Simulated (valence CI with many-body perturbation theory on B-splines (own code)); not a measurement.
Level structure of Rh6+

Calculated by valence CI with perturbative core correlation (CI+MBPT): three valence electrons over a frozen Dirac-Fock core [Kr], a basis of 9 s, 9 p, 10 d, 8 f, 5 g, 3 h, 1 i functions for each j, with the one-electron correlation potential Σ1, the two-electron term Σ2, the three-electron term Σ3, Breit, model QED; selected CI, second order for the rest, scaled by the run's own slope (own B-spline code, finite nucleus).

No measured spectrum was set against this ion. As an estimate, terms of the open shell hold to 2 to 4 % of their energy, and close levels can change places; different configurations can be misplaced against each other by 1,000 to 8,000 cm⁻¹. Core correlation moves these levels by up to 18000 cm⁻¹, and in measured spectra 5 to 20 % of such shifts remained as error; rates that hang on mixing are uncertain with them. The list stops below the first excitations out of the core.

Levels 1 to 45 of 50, with energies above the lowest level, 4d³ ⁴F_3/2. "Leading %" is the weight of the configuration and term that name the level; weights of strongly mixed levels are sums over their largest components and can fall short. Lifetimes count E1, E2, E3, M1 and M2 decay at the calculated energies, and are blank where another channel may lead or the interval is too uncertain; long ones can be off by a factor of two.

| No. | Configuration | Term | J | E (cm⁻¹) | Leading % | Second component | g | Lifetime |
| --- | --- | --- | --- | --- | --- | --- | --- | --- |
| 1 | 4d³ | ⁴F | 3/2 | 0.0 | 97 |  | 0.410 |  |
| 2 | 4d³ | ⁴F | 5/2 | 1931 | 99 |  | 1.030 | 3.27 s |
| 3 | 4d³ | ⁴F | 7/2 | 4192 | 98 |  | 1.233 | 2.04 s |
| 4 | 4d³ | ⁴F | 9/2 | 6556 | 95 | 5 % 4d³ ²G | 1.322 | 2.89 s |
| 5 | 4d³ | ⁴P | 3/2 | 15401 | 76 | 18 % 4d³ ²P | 1.609 | 1.10 s |
| 6 | 4d³ | ⁴P | 1/2 | 15681 | 90 | 9 % 4d³ ²P | 2.481 | 7.27 s |
| 7 | 4d³ | ²G | 7/2 | 17722 | 98 |  | 0.895 | 250 ms |
| 8 | 4d³ | ⁴P | 5/2 | 18643 | 97 |  | 1.592 | 1.54 s |
| 9 | 4d³ | ²G | 9/2 | 18670 | 60 | 36 % 4d³ ²H | 1.047 | 228 ms |
| 10 | 4d³ | ²D | 3/2 | 22503 | 52 | 26 % 4d³ ²P | 1.115 | 87.4 ms |
| 11 | 4d³ | ²P | 1/2 | 23638 | 90 | 9 % 4d³ ⁴P | 0.855 | 273 ms |
| 12 | 4d³ | ²H | 11/2 | 24656 | 100 |  | 1.091 | 928 ms |
| 13 | 4d³ | ²H | 9/2 | 24834 | 64 | 35 % 4d³ ²G | 0.984 | 209 ms |
| 14 | 4d³ | ²D | 5/2 | 27153 | 96 |  | 1.204 | 109 ms |
| 15 | 4d³ | ²P | 3/2 | 29031 | 55 | 39 % 4d³ ²D | 1.131 | 91.8 ms |
| 16 | 4d³ | ²F | 7/2 | 37135 | 99 |  | 1.141 | 208 ms |
| 17 | 4d³ | ²F | 5/2 | 37693 | 97 |  | 0.864 | 284 ms |
| 18 | 4d³ | ²D | 5/2 | 58119 | 97 |  | 1.195 | 26.9 ms |
| 19 | 4d³ | ²D | 3/2 | 58586 | 99 |  | 0.800 | 32.2 ms |
| 20 | 4d²5s | ⁴F | 3/2 | 205610 | 97 |  | 0.408 | 13.8 μs |
| 21 | 4d²5s | ⁴F | 5/2 | 207130 | 93 |  | 1.025 | 13.3 μs |
| 22 | 4d²5s | ⁴F | 7/2 | 209710 | 97 |  | 1.236 | 13.3 μs |
| 23 | 4d²5s | ⁴F | 9/2 | 212750 | 98 |  | 1.331 | 13.2 μs |
| 24 | 4d²5s | ²F | 5/2 | 215760 | 90 | 5 % 4d²5s ⁴F | 0.881 | 8.75 μs |
| 25 | 4d²5s | ²F | 7/2 | 220480 | 94 |  | 1.138 | 8.53 μs |
| 26 | 4d²5s | ⁴P | 1/2 | 221960 | 98 |  | 2.649 | 10.6 μs |
| 27 | 4d²5s | ⁴P | 5/2 | 222670 | 58 | 38 % 4d²5s ²D | 1.419 | 10.6 μs |
| 28 | 4d²5s | ⁴P | 3/2 | 222900 | 83 | 15 % 4d²5s ²D | 1.584 | 10.7 μs |
| 29 | 4d²5s | ²D | 3/2 | 225320 | 72 | 15 % 4d²5s ⁴P | 0.989 | 10.6 μs |
| 30 | 4d²5s | ²D | 5/2 | 228310 | 56 | 41 % 4d²5s ⁴P | 1.360 | 10.5 μs |
| 31 | 4d²5s | ²P | 1/2 | 230840 | 97 |  | 0.690 | 8.84 μs |
| 32 | 4d²5s | ²G | 9/2 | 231600 | 98 |  | 1.113 | 10.2 μs |
| 33 | 4d²5s | ²G | 7/2 | 231780 | 96 |  | 0.896 | 10.2 μs |
| 34 | 4d²5s | ²P | 3/2 | 233910 | 88 | 10 % 4d²5s ²D | 1.284 | 8.94 μs |
| 35 | 4d²5s | ²S | 1/2 | 262410 | 97 |  | 1.998 | 8.20 μs |
| 36 | 4d²5p | ⁴G° | 5/2 | 283810 | 74 | 22 % 4d²5p ²F° | 0.653 | 303 ps |
| 37 | 4d²5p | ⁴F° | 3/2 | 286790 | 65 | 27 % 4d²5p ²D° | 0.569 | 73.9 ps |
| 38 | 4d²5p | ⁴G° | 7/2 | 288190 | 80 | 8 % 4d²5p ²F° | 1.015 | 244 ps |
| 39 | 4d²5p | ⁴F° | 5/2 | 289610 | 58 | 16 % 4d²5p ²D° | 1.092 | 77.9 ps |
| 40 | 4d²5p | ⁴G° | 9/2 | 292670 | 69 | 20 % 4d²5p ⁴F° | 1.197 | 171 ps |
| 41 | 4d²5p | ²F° | 5/2 | 293210 | 32 | 29 % 4d²5p ⁴F° | 0.920 | 111 ps |
| 42 | 4d²5p | ⁴F° | 7/2 | 293520 | 67 | 18 % 4d²5p ⁴D° | 1.244 | 71.9 ps |
| 43 | 4d²5p | ²D° | 3/2 | 293840 | 35 | 30 % 4d²5p ⁴F° | 0.824 | 70.7 ps |
| 44 | 4d²5p | ⁴D° | 1/2 | 293950 | 91 | 5 % 4d²5p ²P° | 0.088 | 49.7 ps |
| 45 | 4d²5p | ²F° | 7/2 | 295760 | 35 | 31 % 4d²5p ⁴D° | 1.213 | 68.3 ps |

Names give the largest LS component (configuration and term), which can be under half, so a name can repeat, a term be missing and a line seem to break the LS rules; names also repeat where a configuration has a term twice.

The ionisation energy to 4d² ³F2 of the next ion comes out as 97.927 eV (NIST: 97 ± 2 eV (theoretical)). All 50 levels together are meant to be complete up to 299180 cm⁻¹.
